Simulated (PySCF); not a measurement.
# Dipole response of Zn (zinc, neutral)

[Ar] 3d10 4s2, closed-shell 1S. All numbers are calculated (PySCF 2.14, the spin-free X2C one-electron Hamiltonian (Gaussian nucleus), in aug-cc-pwCVTZ-DK). Coupled (time-dependent) response in atomic units; α is the mean over directions.

```csv
method,mean α (bohr³),C₆ (like pair),S(−4)
r2SCANh,39.09,294.7,702.1
```

S(−4) is the Cauchy moment in α(ω) = α(0) + S(−4) ω² + …

Reference α: 38.67 ± 0.3 bohr³ (recommended; Schwerdtfeger and Nagle, table of static dipole polarizabilities (2023 update)). Published C₆: 284.0 (Chu and Dalgarno (2004); Tang, Norbeck and Certain (1976)).

α(iu) at r2SCANh:

```
u (hartree)  α(iu) (bohr³)
          0          39.09
     0.0500          37.42
      0.100          33.23
      0.200          23.35
      0.300          16.09
      0.500          8.720
      0.750          5.119
       1.00          3.530
       1.50          2.136
       2.00          1.502
       3.00         0.8948
       5.00         0.4408
```

A single London oscillator, α(iu) = α/(1 + u²/ω²), gives C₆ = (3/4) ω α². Matching the computed C₆ needs ω = 4 × 294.7 / (3 × 39.09²) = 0.257 hartree.
